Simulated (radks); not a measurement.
The bromine anion Br-, [Kr], held by a Watson sphere: a shell of charge +1 at radius R that stands for the Madelung well of a crystal (potential energy -1/R inside, -1/r outside, in hartree with lengths in bohr). All-electron calculation, scalar-relativistic Kohn-Sham, LDA (Slater exchange, Perdew-Wang correlation), spin-unpolarised, spherical densities, point nucleus. Program: a radial shooting solver on a logarithmic mesh with Libxc functionals. Response by self-consistent Sternheimer equations with the Hartree and adiabatic LDA kernel, the relativistic mass of each level held fixed and spin-orbit coupling left out. The sphere does not respond.

R (bohr)  e(3d) (eV)  e(4s) (eV)  e(4p) (eV)  <r> 4p (bohr)  sum of <r^2> (bohr^2)  X-ray form factor at sin(theta)/lambda = 0.1 1/angstrom  alpha (bohr^3)
2.28         -65.783     -20.392      -8.406          2.130                  46.23                                                   33.084           24.87
2.87         -65.212     -19.439      -7.632          2.195                  48.57                                                   32.981           29.76
3.41         -64.675     -18.684      -6.925          2.239                  50.24                                                   32.916           34.52
3.79         -64.293     -18.213      -6.461          2.261                  51.16                                                   32.883           37.81
4.61         -63.519     -17.341      -5.584          2.293                  52.59                                                   32.840           44.26
4.65         -63.484     -17.303      -5.545          2.294                  52.64                                                   32.839           44.54
4.7          -63.440     -17.256      -5.498          2.295                  52.71                                                   32.837           44.89
4.99         -63.196     -16.996      -5.235          2.302                  53.05                                                   32.828           46.84
